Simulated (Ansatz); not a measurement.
C2H5FOSi can be A, `C=C[SiH](O)F`, or B, `C=C(F)[SiH2]O`.

Program: Ansatz. Geometries: PBE0-D4/def2-TZVP. ΔE: electronic, gas phase. CCSD(T)/CBS adds triple-zeta CCSD(T) − MP2 to the extrapolated MP2 energy (def2 sets, frozen cores). DFT in def2-TZVPP. B3LYP here is the variant with VWN-RPA as its local correlation; programs differ in this. One conformer a species, not always the lowest.

(1) Which is lower in electronic energy at CCSD(T)/CBS, and by how much? (An estimate is asked.)

(2) Give E(B) − E(A) in kJ/mol with B3LYP, CCSD/def2-TZVPP, MP2/def2-TZVPP, B2PLYP, r2SCAN-D4, CCSD(T)/def2-TZVPP, B3LYP-D4. (Estimate.)

Largest T1 diagnostic: 0.012.

Answers

(1) Computed: A, by 240.9 kJ/mol.

(2) Computed: B3LYP 226.4, CCSD/def2-TZVPP 239.5, MP2/def2-TZVPP 246.6, B2PLYP 234.8, r2SCAN-D4 227.8, CCSD(T)/def2-TZVPP 237.3, B3LYP-D4 227.4. None reverses the order clearly.

From PBE to PBE0 (25 % exact exchange), in def2-TZVPP and without D4, E(B) − E(A) moves by +10.1 kJ/mol.
